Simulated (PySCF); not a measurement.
An excited-state job on `Fc1cccc(Cl)n1` (2-chloro-6-fluoropyridine).

Computed with TDDFT CAM-B3LYP/def2-SVPD, vertical, gas phase, core orbitals frozen in the response (PySCF 2.14.0, density-fitted response routines). Geometry: GFN2-xTB. A driver script takes a list of jobs; this job's settings line and coordinates (Å) are shown.

Input:
```
{"job": {"kind": "uv", "xc": "CAM-B3LYP", "basis": "def2-SVPD", "nstates": 8, "ntriplets": 3}, "charge": 0, "multiplicity": 1}
F     -1.829149    -2.065204    -0.181537
C     -0.913158    -1.098476    -0.095929
C     -1.320192     0.224900    -0.021897
C     -0.319020     1.179767     0.065134
C      1.009149     0.783917     0.073691
C      1.275034    -0.577294    -0.006488
Cl     2.889824    -1.147189    -0.002146
N      0.336545    -1.499702    -0.089817
H     -2.366513     0.479250    -0.032647
H     -0.571632     2.227295     0.125889
H      1.814538     1.495407     0.139783
```

What does the run print?

```
coarse grid: 11064 points
cycle   1  E = -806.4238501019  dE =  1.738e+00  |g| = 6.219e-01  |ddm| = 7.155e+00
cycle   2  E = -806.4115528359  dE =  1.230e-02  |g| = 7.357e-01  |ddm| = 3.150e+00
cycle   3  E = -806.5108906366  dE = -9.934e-02  |g| = 5.576e-02  |ddm| = 1.681e+00
cycle   4  E = -806.5113427289  dE = -4.521e-04  |g| = 3.610e-02  |ddm| = 1.978e-01
cycle   5  E = -806.5116066299  dE = -2.639e-04  |g| = 1.014e-02  |ddm| = 8.446e-02
cycle   6  E = -806.5116275839  dE = -2.095e-05  |g| = 3.117e-03  |ddm| = 3.707e-02
cycle   7  E = -806.5116301104  dE = -2.526e-06  |g| = 1.087e-03  |ddm| = 1.010e-02
final grid: 106504 points
cycle   8  E = -806.6156575282  dE = -2.756e-05  |g| = 3.935e-03  |ddm| = 1.188e-01
cycle   9  E = -806.6156565841  dE =  9.441e-07  |g| = 4.699e-03  |ddm| = 1.448e-02
cycle  10  E = -806.6156609620  dE = -4.378e-06  |g| = 3.793e-04  |ddm| = 6.828e-03
cycle  11  E = -806.6156609860  dE = -2.400e-08  |g| = 1.528e-04  |ddm| = 8.803e-04
cycle  12  E = -806.6156609916  dE = -5.592e-09  |g| = 2.806e-05  |ddm| = 4.116e-04
cycle  13  E = -806.6156609918  dE = -1.655e-10  |g| = 1.492e-05  |ddm| = 9.441e-05
converged SCF energy = -806.6156609918

Static polarisability (au): isotropic 76.809, principal 46.558 80.016 103.854

Singlet excitations
state   eV       nm        f      main configurations
  1   5.3339    232.4   0.09907   H->L 0.80, H-2->L+1 0.10
  2   5.8106    213.4   0.00335   H-1->L 0.96
  3   6.1393    202.0   0.12412   H->L+1 0.76, H-2->L 0.15
  4   6.2679    197.8   0.00006   H-1->L+1 0.97
  5   7.1188    174.2   0.00007   H-3->L 0.80, H-3->L+1 0.13
  6   7.1493    173.4   0.00005   H->L+2 0.73, H->L+3 0.08
  7   7.2118    171.9   0.26774   H-2->L 0.62, H->L+1 0.16, H-2->L+1 0.11
  8   7.4068    167.4   0.44983   H-2->L+1 0.68, H-2->L 0.15

Triplet excitations (Tamm-Dancoff, eV): 4.0999 4.3974 5.0939
```

The SCF starts on a coarse grid where the log names one; the energy can jump when the final grid takes over, and dE then counts from the start density on the new grid. H and L stand for HOMO and LUMO; the number after each pair is its weight.

Which computed singlet has the largest oscillator strength, and what do all of them sum to?

State 8 at 7.41 eV (167 nm), f = 0.450; the 8 states sum to 0.944.

Give S1 in cm⁻¹ and kJ/mol.

5.3339 eV × 8065.54 = 43021 cm⁻¹; × 96.485 = 514.6 kJ/mol.

Main results: HOMO -8.91 eV, LUMO -0.37 eV; lowest singlet 5.33 eV; lowest triplet 4.10 eV (Tamm–Dancoff); mean polarisability 76.8 au.

Time: 36 s wall. Hardware: one thread of an Arm Neoverse V2 (shared host).
Labels such as C1 count atoms from 1, the log's own numbers from 0.
